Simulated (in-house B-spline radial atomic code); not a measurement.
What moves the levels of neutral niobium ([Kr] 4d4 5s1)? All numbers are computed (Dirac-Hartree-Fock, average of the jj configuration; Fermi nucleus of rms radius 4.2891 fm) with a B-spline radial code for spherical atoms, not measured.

Baseline run (computed): total energy -3818.1797 hartree, 1s1/2 at -701.9137 hartree, 5s1/2 at -5.54 eV with <r> = 4.073 bohr.

Changing the nucleus:

| nucleus | ΔE (eV) |
| --- | --- |
| Fermi nucleus of rms radius 4.2878 fm, A = 91 | -0.000751 |
| Fermi nucleus of rms radius 4.3026 fm, A = 92 | 0.00781 |
| Fermi nucleus of rms radius 4.324 fm, A = 93 | 0.0202 |
| Fermi nucleus of rms radius 4.4062 fm, A = 99 | 0.0685 |
| Fermi nucleus of rms radius 4.4861 fm, A = 101 | 0.116 |
| Fermi nucleus of rms radius 4.5097 fm, A = 103 | 0.13 |

A larger nucleus binds the electrons less, roughly as the density at the nucleus times the change of the nuclear <r²>. The reference is A = 90.
